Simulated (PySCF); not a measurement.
# Dipole response of Co²⁺ (cobalt, charge +2)

[Ar] 3d7, high-spin 4F determinant. Computed with PySCF 2.14 in x2c-TZVPPall with one added diffuse shell each of s, p, d, f type (7s6p5d3f1g, 80 functions), with scalar relativity by spin-free X2C-1e. Coupled (time-dependent) response in atomic units; α is the mean over directions.

| method | mean α (bohr³) | C₆ (like pair) | S(−4) |
| --- | --- | --- | --- |
| wB97X | 3.613 | 10.22 | 7.193 |
| r2SCANh | 3.555 | 10.18 | 6.644 |

S(−4) is the Cauchy moment in α(ω) = α(0) + S(−4) ω² + …

α(iu) at r2SCANh:

```csv
u (hartree),α(iu) (bohr³)
0,3.555
0.0500,3.538
0.100,3.491
0.200,3.320
0.300,3.092
0.500,2.618
0.750,2.135
1.00,1.778
1.50,1.301
2.00,1.004
3.00,0.6571
5.00,0.3431
```

A single London oscillator, α(iu) = α/(1 + u²/ω²), gives C₆ = (3/4) ω α². Matching the computed C₆ needs ω = 4 × 10.18 / (3 × 3.555²) = 1.07 hartree.

For an ion, C₆ is the dispersion term alone; charge-induced terms of lower order in 1/R come first.
